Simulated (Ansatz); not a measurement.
Total energies of the cluster Cu2F2⁺ (the lowest doublet isomer of a short search) from Ansatz at PBE0-D4/def2-TZVP, gas phase (1 Eh = 27.2114 eV = 2625.5 kJ/mol). The reference geometry is relaxed at B3LYP-D4/def2-SVP.

Cartesian coordinates in Å:
```
Cu 0.164 0.960 -1.086
Cu -0.164 -0.959 1.086
F -1.186 -0.187 -0.344
F 1.186 0.186 0.344
```

| state | geometry | energy (Eh) |
| --- | --- | --- |
| charge 1 doublet | reference | -3479.87234 |
| charge 0 singlet | reference | -3480.18462 |
| charge 1 quartet | relaxed at B3LYP-D4/def2-SVP | -3479.78584 |

(1) Work out the vertical electron affinity, to the singlet.

(2) Which of the charge 1 states is lowest, and how far above it are the others?

(1) E(charge 1 doublet) − E(charge 0 singlet) = -3479.87234 − (-3480.18462) = 0.31228 Eh = 8.50 eV.

(2) The doublet. quartet: -3479.78584 − (-3479.87234) = 0.08650 Eh = 227.1 kJ/mol.

The structure comes from a short search, and lower isomers may exist.
